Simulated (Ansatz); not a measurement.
Molecule: sum formula AlO₂H₃, charge 0, multiplicity 1. SMILES: [OH][AlH][OH]
Coordinates optimised at B3LYP-D3(BJ)/def2-TZVP (Ansatz, an electronic-structure program):
```
Al
O 1 1.6926
H 2 0.9583 1 123.93
O 1 1.6983 2 118.48 3 0.00
H 4 0.9576 1 124.59 2 180.00
H 1 1.5649 2 118.40 3 -180.00
```

Property: atomisation energy (electronic, to ground-state atoms), in eV. Valence correlation only, unless marked. UHF or UKS for open shells. Spin-orbit coupling is left out. No relativistic terms. The coupled-cluster limit lacks core correlation, which all-electron functionals hold. CBS marks a two-point X^-3 extrapolation of the correlation energy; Hartree-Fock from the larger set (for Q and 5 zeta extrapolated as (X+1)exp(-9√X)).

```csv
level,program,atomisation energy (eV)
PBE-D4/def2-TZVPD,Ansatz + dftd4,…
BLYP-D4/def2-TZVPD,Ansatz + dftd4,…
r2SCAN-D4/def2-TZVPD,Ansatz + dftd4,…
PBE0/STO-3G,Ansatz,23.60
wB97M-V/def2-TZVPD,Ansatz,22.37
SCS-MP2/cc-pV(Q+d)Z,Ansatz,22.85
CCSD/aug-cc-pV(Q+d)Z,Ansatz,22.03
"CCSD(T)/CBS(cc-pV(Q+d)Z,cc-pV(5+d)Z)",Ansatz,22.59
```

Task: Some entries are withheld; supply them.

Result: 
- PBE-D4/def2-TZVPD, atomisation energy (eV): 22.42
- BLYP-D4/def2-TZVPD, atomisation energy (eV): 22.29
- r2SCAN-D4/def2-TZVPD, atomisation energy (eV): 22.35
